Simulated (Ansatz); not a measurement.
`N[B]([GeH3])CF` → B• + C• + F• + Ge• + 7 H• + N•  (atomization)

Computed with Ansatz on PBE0-D4/def2-TZVP structures; ΔE is electronic, products minus reactants. CCSD(T)/CBS is the MP2 limit (def2-TZVPP, def2-QZVPP) plus CCSD(T) − MP2 in def2-TZVPP, frozen cores. This one scheme is used for every species, atoms too. Functionals use def2-TZVPP. B3LYP here is the variant with VWN-RPA as its local correlation; programs differ in this. Open shells (•) are unrestricted, without spin–orbit coupling. Spin–orbit coupling would lower the free atoms: a little for B, C, F; clearly for Ge. Bonds to Ge are less sure, by a few kJ/mol each and by 10 to 20 or more in all where they break to atoms, as the def2 sets lack core-valence functions. Scalar relativity is left out up to krypton. One conformer a species, not always the lowest.

`N[B]([GeH3])CF`:

Cartesian coordinates in Å:
```
N 0.144 -0.894 -1.436
B -0.120 -0.176 -0.278
Ge 1.449 0.559 0.854
C -1.617 0.070 0.158
F -1.715 0.807 1.335
H -0.571 -1.280 -2.034
H 1.076 -1.082 -1.763
H 2.802 0.177 0.209
H 1.417 2.093 0.967
H 1.452 -0.009 2.284
H -2.173 0.615 -0.617
H -2.145 -0.880 0.321
```

CCSD(T)/CBS gives +4147.4 kJ/mol.

Another level gave +4158.0 kJ/mol. Which?
A. B3LYP-D4/def2-TZVPP
B. PBE0-D4/def2-TZVPP
C. B3LYP/def2-TZVPP
D. PBE-D4/def2-TZVPP

A. B3LYP-D4 4158.0, B3LYP 4122.7, PBE-D4 4224.4, PBE0-D4 4152.7 kJ/mol.

Largest T1 diagnostic among the species: 0.014.

From PBE to PBE0 (25 % exact exchange), in def2-TZVPP and without D4, ΔE moves by −68.4 kJ/mol: exact exchange takes away binding that semilocal exchange gives to molecules. The D4 term adds +35.4 kJ/mol with B3LYP and +18.7 kJ/mol with PBE0; it sums over pairs of atoms, weighted by their polarisabilities, and B3LYP, whose exchange is more repulsive, gets the larger term. In def2-TZVPP, CCSD(T) changes the Hartree–Fock value by +1041.6 kJ/mol (the triples alone add +56.6 kJ/mol) and MP2 by +1082.1 kJ/mol; breaking electron pairs costs correlation energy, which Hartree–Fock lacks.

For atomizations the MP2-based limit and the directly extrapolated one differ by several kJ/mol either way, and by 10 to 25 for some Ge, Se and Sn compounds, so smaller differences from it don't rank the levels.
